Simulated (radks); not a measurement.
Task: Ionisation ladder of tungsten, from W XXIII to W XLIV. Each ion is in the ground configuration listed by NIST, and IE = E(next ion) - E(this ion). All-electron calculation, Dirac Kohn-Sham, BLYP, spin-unpolarised, spherical densities, finite nucleus; open shells fill j = l - 1/2 first; Fermi nuclear charge, rms radius 5.3658 fm. Program: a radial shooting solver on a logarithmic mesh with Libxc functionals.

| species | configuration | IE, Delta-SCF (eV) | <r> HOMO (bohr) |
|---|---|---|---|
| W XXIII | [Kr] 4d10 4f6 | 638.01 | 0.473 |
| W XXIV | [Kr] 4d10 4f5 | 684.41 | 0.465 |
| W XXV | [Kr] 4d10 4f4 | 731.97 | 0.458 |
| W XXVI | [Kr] 4d10 4f3 | 780.68 | 0.450 |
| W XXVII | [Kr] 4d10 4f2 | 830.51 | 0.443 |
| W XXVIII | [Kr] 4d10 4f1 | 881.46 | 0.437 |
| W XXIX | [Kr] 4d10 | 1128.6 | 0.452 |
| W XXX | [Kr] 4d9 | 1178.5 | 0.448 |
| W XXXI | [Kr] 4d8 | ? | 0.444 |
| W XXXII | [Kr] 4d7 | 1280.3 | 0.441 |
| W XXXIII | [Kr] 4d6 | ? | 0.437 |
| W XXXIV | [Kr] 4d5 | 1384.4 | 0.433 |
| W XXXV | [Kr] 4d4 | 1456.5 | 0.424 |
| W XXXVI | [Kr] 4d3 | 1510.8 | 0.420 |
| W XXXVII | [Kr] 4d2 | 1565.6 | 0.417 |
| W XXXVIII | [Kr] 4d1 | 1621.0 | 0.414 |
| W XXXIX | [Kr] | ? | 0.422 |
| W XL | [Ar] 3d10 4s2 4p5 | 1887.0 | 0.419 |
| W XLI | [Ar] 3d10 4s2 4p4 | ? | 0.417 |
| W XLII | [Ar] 3d10 4s2 4p3 | 1997.2 | 0.414 |
| W XLIII | [Ar] 3d10 4s2 4p2 | 2153.8 | 0.392 |
| W XLIV | [Ar] 3d10 4s2 4p1 | 2212.2 | 0.390 |

Estimate the withheld Delta-SCF values.

Result: W XXXI: 1229.1 eV (NIST 1230); W XXXIII: 1332.1 eV (NIST 1335); W XXXIX: 1832.4 eV (NIST 1830); W XLI: 1942.0 eV (NIST 1941).

Beside tabulated values, note that spin-unpolarised runs miss the spin-polarisation part of the exchange energy of open shells.
